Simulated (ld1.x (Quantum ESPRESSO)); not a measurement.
## Which change was made? (I, TM)

```
Element                 : I (Z = 53)
Generator               : ld1.x (Quantum ESPRESSO) 7.5
Type                    : norm-conserving Troullier–Martins (Kleinman–Bylander form)
Functional              : PBE
Relativity              : scalar-relativistic
Frozen core             : [Kr]
Valence charge          : 17
Reference configuration : 4d10 5s2 5p5
Partial waves           : 5p (bound): rc 1.95 bohr; 4d (bound): rc 1.20 bohr; 5s (bound): rc 1.75 bohr
Local potential         : the s channel
Core correction         : Bessel-smoothed model core inside 1.20 bohr
```

Cutoffs, loose and tight: the cutoffs (Ry, on a coarse ladder) from which the occupation-weighted sum of valence levels, in a spherical-Bessel basis at the reference potential, stays within 10 and 1 mRy of its value at 400 Ry. They do not see the model core or the augmentation charge, which bear on the density cutoff. Test errors are all-electron minus pseudo excitation energies from the reference, over the configurations 4d10 5s2 5p4; 4d10 5s2 5p3; 4d10 5s2 5p2; 4d10 5s1 5p5; 4d9 5s2 5p6; 4d9 5s2 5p5; 4d10 5s2 5p1; variants that change the core or the reference have their own tests. The largest error is taken over the tests solved by every variant that gives reliable tests at all, those not shown here included: 4d10 5s1 5p5; 4d10 5s2 5p1; 4d10 5s2 5p2; 4d10 5s2 5p3; 4d10 5s2 5p4.

The base gives: outcome: generated; cutoff, loose: 120 Ry; cutoff, tight: 200 Ry; bound ghosts: none; largest test error (meV): +19.

After one change the result is: outcome: generated; cutoff, loose: 90 Ry; cutoff, tight: 160 Ry; bound ghosts: none; largest test error (meV): +13. Which change was it?
A. type PAW; waves now 5s (bound): rcut 1.50, rcutus 1.75 bohr; 5s channel at -0.1 Ry: rcut 1.50, rcutus 1.75 bohr; 5p (bound): rcut 1.70, rcutus 1.95 bohr; 5p channel at 4 Ry: rcut 1.70, rcutus 1.95 bohr; 4d (bound): rcut 1.05, rcutus 1.20 bohr; 4d channel at -2 Ry: rcut 1.05, rcutus 1.20 bohr; local potential all-electron potential smoothed inside 1.85 bohr (lloc = -1); augmentation PSQ, inside the norm-conserving radii
B. all radii but the core radius scaled by about 1.40 (s 2.44, p 2.72, d 1.68 bohr)
C. local potential all-electron potential smoothed inside 0.95 bohr (lloc = -1)
D. wave 5p (bound): rc 1.95 bohr becomes 5p (bound): rc 2.86 bohr

B. The others give: type PAW; waves now 5s (bound): rcut 1.50, rcutus 1.75 bohr; 5s channel at -0.1 Ry: rcut 1.50, rcutus 1.75 bohr; 5p (bound): rcut 1.70, rcutus 1.95 bohr; 5p channel at 4 Ry: rcut 1.70, rcutus 1.95 bohr; 4d (bound): rcut 1.05, rcutus 1.20 bohr; 4d channel at -2 Ry: rcut 1.05, rcutus 1.20 bohr; local potential all-electron potential smoothed inside 1.85 bohr (lloc = -1); augmentation PSQ, inside the norm-conserving radii → outcome: generated; cutoff, loose: 110 Ry; cutoff, tight: 180 Ry; bound ghosts: none; largest test error (meV): -35 | local potential all-electron potential smoothed inside 0.95 bohr (lloc = -1) → outcome: generated; cutoff, loose: 120 Ry; cutoff, tight: 200 Ry; bound ghosts: s, p; largest test error (meV): +58 | wave 5p (bound): rc 1.95 bohr becomes 5p (bound): rc 2.86 bohr → outcome: generated; cutoff, loose: 120 Ry; cutoff, tight: 200 Ry; bound ghosts: none; largest test error (meV): -144.
